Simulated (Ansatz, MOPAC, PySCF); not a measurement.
Isomers of CH2O: 1 is C=O, 2 is [CH]O; one conformer of each (the lowest of an xTB search), B3LYP-D3(BJ)/def2-TZVP minima.
Isomer 1 (charge 0, multiplicity 1, Z-matrix in Å and degrees):
```
C
O 1 1.1989
H 1 1.1075 2 122.05
H 1 1.1075 3 115.91 2 -180.00
```
Isomer 2 (charge 0, multiplicity 1):
```
atom    x (Å)    y (Å)    z (Å)
----  -------  -------  -------
C      0.6264   0.5495  -0.0042
O     -0.6718   0.4240   0.0102
H      1.0628  -0.4820  -0.0152
H     -1.0175  -0.4915   0.0092
```

No zero-point or thermal terms.

Correlated levels freeze the cores. CBS(a, b) extrapolates the correlation energy as X⁻³ and adds the Hartree–Fock energy of set b. Rows in 3-21G, 6-31G* carry no dispersion term and start afresh at each structure (6-31G* with six Cartesian d functions). MP2/6-31G* freezes PySCF's default core. The state that AM1, PM3, PM6, PM7 reach isn't checked; PM7 holds dispersion and hydrogen-bond terms.

Programs: Ansatz (a quantum-chemistry and plane-wave program); MOPAC for AM1, PM3, PM6, PM7 (differences of heats of formation); PySCF for 3-21G rows, 6-31G* rows, the dispersion terms. Values without a source in brackets are computed.

Other levels give for the electronic energy of isomer 2 less that of isomer 1: PBE/def2-TZVPP 2.517; B3LYP/def2-TZVPP 2.486; B3LYP-D3(BJ)/def2-TZVPP 2.487; wB97M-V/def2-TZVPP 2.390; CCSD(T)/CBS(cc-pVTZ, cc-pVQZ) 2.455 eV.

### Question
What do these common cheap choices give for the same quantity: AM1, PM3, PM6, PM7, HF/3-21G, HF/6-31G*, B3LYP/3-21G, MP2/6-31G*?

### Answer
AM1 2.101; PM3 2.327; PM6 1.653; PM7 1.890; HF/3-21G 2.338; HF/6-31G* 2.499; B3LYP/3-21G 2.746; MP2/6-31G* 2.884 eV. They span 1.653 to 2.884 eV.
